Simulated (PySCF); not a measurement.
**Bond curve of TlF**

Set-up: Tl def2-SVPD with ECP60, F def2-SVPD; scalar-relativistic core potentials (PySCF 2.14). Energies in eV from Tl + F in their ground configurations at the same level. State: ¹Σ⁺ (singlet), closed shell.

All columns are PBE0. A positive dipole means Tl(−)F(+).

```
R (Å)  E (eV)  μ (D)  Mulliken charge on Tl (basis-dependent)  HOMO (eV)  LUMO (eV)  Mayer bond order  ⟨S²⟩
1.838  -4.122  -2.23                                     0.68      -7.54      -1.25              0.23  0.00
1.923  -4.673  -2.93                                     0.68      -7.76      -1.36              0.29  0.00
2.009  -4.966  -3.60                                     0.68      -7.92      -1.47              0.32  0.00
2.073  -5.067  -4.09                                     0.68      -7.98      -1.55              0.34  0.00
2.137  -5.093  -4.56                                     0.69      -8.01      -1.64              0.35  0.00
2.201  -5.064  -5.03                                     0.70      -8.00      -1.72              0.36  0.00
2.287  -4.966  -5.64                                     0.71      -7.94      -1.84              0.37  0.00
2.393  -4.780  -6.37                                     0.73      -7.78      -1.98              0.36  0.00
2.522  -4.510  -7.21                                     0.76      -7.46      -2.15              0.36  0.00
2.693  -4.123  -8.29                                     0.78      -7.02      -2.36              0.35  0.00
```

A fit through these points gives, at Re = 2.132 Å, μ = -4.53 D and dμ/dR = -7.37 D/Å; the reduced mass is 17.39 u.

**Question.** How strong is the fundamental in the double-harmonic approximation, I = 42.26·(dμ/dR)²/μred km/mol?

**Answer.** I = 42.26·(-7.37)²/17.39 = 132 km/mol at PBE0.

Spin–orbit coupling is left out, which matters for elements this heavy, above all for dissociation energies.
